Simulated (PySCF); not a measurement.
Point-charge models of `O=C(C)c1pcn(c1)CC` against its computed dipole.

Coordinates (GFN2-xTB, Å) and charges (e) from the PBE0/pcSseg-1 density (PySCF):

| atom | x | y | z | Mulliken | IAO | Hirshfeld | ESP-fitted |
| --- | --- | --- | --- | --- | --- | --- | --- |
| C1 | -3.070 | -0.324 | -0.521 | -0.2726 | -0.4250 | -0.1153 | -0.1830 |
| C2 | -2.344 | 0.346 | 0.644 | -0.0380 | -0.1499 | -0.0001 | +0.1362 |
| N3 | -0.940 | 0.516 | 0.354 | -0.5546 | -0.0255 | +0.0157 | -0.0634 |
| C4 | -0.439 | 1.607 | -0.281 | -0.1459 | -0.3394 | -0.0835 | -0.1105 |
| P5 | 1.246 | 1.539 | -0.576 | +0.3852 | +0.2656 | +0.0305 | -0.1740 |
| C6 | 1.258 | -0.061 | 0.195 | -0.6556 | -0.3200 | -0.1124 | -0.1963 |
| C7 | 2.422 | -0.924 | 0.385 | +0.2684 | +0.3838 | +0.1452 | +0.7121 |
| C8 | 3.734 | -0.342 | -0.078 | -0.2688 | -0.4790 | -0.1313 | -0.6225 |
| O9 | 2.331 | -2.028 | 0.882 | -0.3792 | -0.4448 | -0.2567 | -0.5443 |
| C10 | -0.008 | -0.414 | 0.611 | +0.3587 | -0.0574 | -0.0019 | -0.1052 |
| H11 | -2.638 | -1.301 | -0.723 | +0.1283 | +0.1521 | +0.0470 | +0.0745 |
| H12 | -2.986 | 0.283 | -1.419 | +0.1268 | +0.1507 | +0.0452 | +0.0626 |
| H13 | -4.122 | -0.451 | -0.280 | +0.1250 | +0.1511 | +0.0514 | +0.0569 |
| H14 | -2.780 | 1.329 | 0.840 | +0.1324 | +0.1543 | +0.0559 | +0.0315 |
| H15 | -2.440 | -0.265 | 1.545 | +0.1338 | +0.1556 | +0.0570 | +0.0483 |
| H16 | -1.108 | 2.409 | -0.539 | +0.1161 | +0.1638 | +0.0491 | +0.1739 |
| H17 | 3.677 | -0.118 | -1.142 | +0.1457 | +0.1627 | +0.0472 | +0.1845 |
| H18 | 3.927 | 0.588 | 0.453 | +0.1452 | +0.1629 | +0.0471 | +0.1781 |
| H19 | 4.541 | -1.046 | 0.108 | +0.1351 | +0.1634 | +0.0491 | +0.1661 |
| H20 | -0.267 | -1.332 | 1.108 | +0.1142 | +0.1749 | +0.0610 | +0.1745 |

Question: What dipole does each set of charges give (1 e·Å = 4.803 D), and what does the density give?

Answer: The full density gives (-4.39, 1.70, -0.16) D, 4.71 D in size; dipole vectors point from the negative to the positive end.

| scheme | μx | μy | μz | size (D) | share of the full size (%) | angle to the full dipole (°) |
| --- | --- | --- | --- | --- | --- | --- |
| Mulliken | -2.12 | 3.17 | -1.87 | 4.25 | 90 | 42 |
| IAO | -3.21 | 3.36 | -1.11 | 4.78 | 101 | 27 |
| Hirshfeld | -3.45 | 1.89 | -0.36 | 3.95 | 84 | 8 |
| ESP-fitted | -4.38 | 1.74 | -0.18 | 4.72 | 100 | 1 |

Question: Which set comes closest?

Answer: Length of the difference vector: ESP-fitted 0.05 D, Hirshfeld 0.98 D, IAO 2.25 D, Mulliken 3.21 D. Closest: ESP-fitted. ESP charges are fitted to the potential around the molecule, whose slowest-falling term is the dipole's. The schemes that divide the density aren't constrained to reproduce the dipole.

Question: What is left for the Hirshfeld atoms' own dipoles?

Answer: The shares of the density sum to the whole, so what Σ q r misses lies in dipoles about the nuclei. The atomic dipoles sum to (-4.39, 1.70, -0.16) − (-3.45, 1.89, -0.36) = (-0.94, -0.19, 0.20) D, 0.98 D in size.

Question: With the origin at the mean of the coordinates, (0.000, 0.001, 0.078) Å, which are the largest single terms, by size, of the IAO dipole along the direction of the full one?

Answer: C8 +8.28, O9 +6.26, C1 -5.64, C7 -4.80, H19 -3.62 D; all 20 atoms together +4.24 D. The single terms depend on the origin, their sum doesn't.

Question: Give the size of the full dipole in other units.

Answer: 4.71 D = 1.854 au = 0.981 e·Å = 15.72 × 10⁻³⁰ C·m.

One conformer (not necessarily the lowest) at the GFN2-xTB geometry, without solvent, vibrations or thermal averaging.

Conformer computed: `[CH3:1][CH2:2][n:3]1[cH:4][p:5][c:6]([C:7]([CH3:8])=[O:9])[cH:10]1`: C1–C2–N3–C4 88°, P5–C6–C7–C8 3°.
